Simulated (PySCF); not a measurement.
AlH5Si.

```xyz
7

Al     0.0290    -0.6181    -1.1500
H     -1.2970    -0.7318    -2.0181
H      1.3752    -1.2400    -1.7202
Si    -0.0230     0.5395     1.0160
H     -0.0462     2.0166     0.7971
H      1.1597     0.2384     1.8707
H     -1.2469     0.1979     1.7965
```
Charge 0, spin multiplicity 1.

Geometry optimised at PBE0-D3(BJ)/def2-TZVP.

The numbers are results of KT2/pcSseg-2 (PySCF), not measurements. Non-relativistic, no solvent.

Computed absolute GIAO shielding of each atom: isotropic value and principal components (ppm):
```
atom  σ(iso)    σ11    σ22    σ33   span
----  ------  -----  -----  -----  -----
Al1    225.3   71.9  189.5  414.6  342.7
H2      24.9   22.9   24.5   27.2    4.3
H3      24.8   23.0   24.4   27.2    4.2
Si4    484.1  476.6  485.2  490.6   14.0
H5      28.0   25.3   26.0   32.6    7.3
H6      28.0   25.3   25.7   32.9    7.7
H7      28.0   25.2   25.9   32.8    7.6
```
